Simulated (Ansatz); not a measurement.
A nudged elastic band was laid between two geometries of C3H12OSi2 (18 atoms, charge 0, multiplicity 1).

Method: RKS PBE0/6-31G in Ansatz 0.2.0.

```json
{
  "movable images": "7",
  "climbing image": "yes",
  "spring": "5.0 eV/Å²",
  "optimiser": "quadratic models (default)",
  "start path": "IDPP",
  "force threshold": "0.03 eV/Å",
  "iteration limit": "16",
  "end points": "relaxed"
}
```

Image 0:

```xyz
18
Properties=species:S:1:pos:R:3
C -1.253 -1.644 -0.860
Si -0.718 -0.552 0.613
Si -1.521 1.662 0.395
C 1.193 -0.556 0.885
C 1.911 0.420 -0.026
O 1.429 0.176 -1.371
H -2.338 -1.620 -0.998
H -0.759 -1.281 -1.765
H -0.949 -2.682 -0.689
H -1.338 -1.114 1.877
H -1.200 2.488 1.617
H -0.924 2.372 -0.793
H -3.019 1.679 0.228
H 1.406 -0.317 1.934
H 1.553 -1.576 0.700
H 1.691 1.454 0.281
H 3.001 0.278 0.022
H 1.797 0.823 -1.999
```

Image 8:

```xyz
18
Properties=species:S:1:pos:R:3
C -1.235 -1.467 -0.988
Si -0.736 -0.483 0.576
Si -1.560 1.729 0.497
C 1.171 -0.490 0.882
C 1.936 0.446 -0.045
O 1.583 0.258 -1.439
H -2.324 -1.533 -1.072
H -0.840 -0.968 -1.877
H -0.835 -2.486 -0.943
H -1.364 -1.156 1.778
H -1.207 2.479 1.757
H -0.998 2.498 -0.667
H -3.062 1.732 0.375
H 1.354 -0.212 1.929
H 1.529 -1.524 0.768
H 1.682 1.489 0.161
H 3.023 0.336 0.092
H 1.846 -0.635 -1.730
```

Question: What changes between the two ends?

Answer: No bond is made or broken. The dihedral H17–C5–O6–H18 goes from -64 to 60°.

Question: What energy profile does the band end with?

Answer: It converged. The highest image is number 4 of 0 to 8, 0.068 eV above the first end and 0.056 eV above the last; the last end lies 0.013 eV above the first. A vibrational analysis at the climbing image gives one clearly imaginary mode, 316i cm⁻¹: a first-order saddle point. Limits of this set-up: no polarisation functions.

| image | path coordinate (Å) | energy (eV) | dihedral H17–C5–O6–H18 (°) |
| --- | --- | --- | --- |
| 0 | 0.00 | 0.000 | -64 |
| 1 | 0.29 | 0.002 | -61 |
| 2 | 0.58 | 0.010 | -51 |
| 3 | 0.87 | 0.043 | -26 |
| 4 | 1.16 | 0.068 | 2 |
| 5 | 1.42 | 0.050 | 26 |
| 6 | 1.67 | 0.023 | 47 |
| 7 | 1.93 | 0.014 | 58 |
| 8 | 2.18 | 0.013 | 60 |

Question: What is the geometry of the highest image?

Answer: 
```xyz
18
Properties=species:S:1:pos:R:3:forces:R:3
C -1.249 -1.556 -0.932 0.00 0.00 0.00
Si -0.736 -0.531 0.597 0.00 0.00 0.00
Si -1.584 1.672 0.491 0.00 0.00 0.00
C 1.176 -0.516 0.872 0.00 0.00 0.00
C 1.901 0.464 -0.036 0.00 0.00 -0.01
O 1.433 0.304 -1.405 0.01 0.00 0.01
H -2.337 -1.588 -1.039 0.00 0.00 0.00
H -0.808 -1.104 -1.824 0.00 0.00 0.00
H -0.880 -2.584 -0.840 0.00 0.00 0.00
H -1.337 -1.176 1.829 0.00 0.00 0.00
H -1.248 2.444 1.744 0.00 0.00 0.00
H -1.032 2.439 -0.679 0.00 0.00 0.00
H -3.087 1.659 0.368 0.00 0.00 0.00
H 1.374 -0.268 1.923 0.00 0.00 0.00
H 1.542 -1.538 0.702 0.00 0.00 0.00
H 1.684 1.495 0.268 0.00 0.00 0.00
H 2.989 0.324 0.020 0.00 0.00 0.00
H 2.160 0.072 -2.005 0.00 0.00 0.00
```

Question: What are the harmonic wavenumbers there?

Answer: 316i, 48, 63, 109, 118, 147, 155, 192, 258, 404, 442, 486, 522, 620, 682, 709, 732, 830, 838, 890, 924, 930, 947, 967, 992, 1085, 1164, 1228, 1324, 1344, 1357, 1435, 1495, 1506, 1518, 1555, 2122, 2154, 2172, 2189, 3044, 3071, 3077, 3101, 3136, 3173, 3202, 3745 cm⁻¹.

The run took 8.8 min on 1 CPU thread of a shared host.
